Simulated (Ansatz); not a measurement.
C3H4 (SMILES C1=CC1), charge 0, multiplicity 1, relaxed at each level with Ansatz (an electronic-structure program); harmonic frequencies from differences of analytic forces, average atomic masses, frozen cores.

Problem. Give the equilibrium geometry, the harmonic frequencies and the zero-point energy at wB97X-V/def2-TZVPP.

Solution. 
(charge 0, multiplicity 1):
```xyz
7

C     -0.476     0.658     0.062
C     -0.521    -0.625    -0.039
C      0.858    -0.028    -0.020
H     -0.983     1.604     0.147
H     -1.092    -1.535    -0.100
H      1.472    -0.120     0.877
H      1.435     0.024    -0.944
```
Frequencies (cm⁻¹): 619, 829, 897, 930, 1027, 1057, 1093, 1120, 1187, 1532, 1762, 3070, 3135, 3282, 3328. Zero-point energy 35.55 kcal/mol.

Problem. Give the equilibrium geometry, the harmonic frequencies and the zero-point energy at CCSD(T)/cc-pVTZ.

Solution. 
(charge 0, multiplicity 1):
| atom | x (Å) | y (Å) | z (Å) |
|---|---|---|---|
| C | -0.4788 | 0.6646 | 0.0625 |
| C | -0.5238 | -0.6315 | -0.0396 |
| C | 0.8648 | -0.0285 | -0.0198 |
| H | -0.9849 | 1.6092 | 0.1479 |
| H | -1.0944 | -1.5407 | -0.1003 |
| H | 1.4728 | -0.1203 | 0.8772 |
| H | 1.4359 | 0.0244 | -0.9438 |
Frequencies (cm⁻¹): 576, 791, 825, 927, 1020, 1042, 1074, 1109, 1158, 1525, 1682, 3072, 3143, 3264, 3310. Zero-point energy 35.05 kcal/mol.
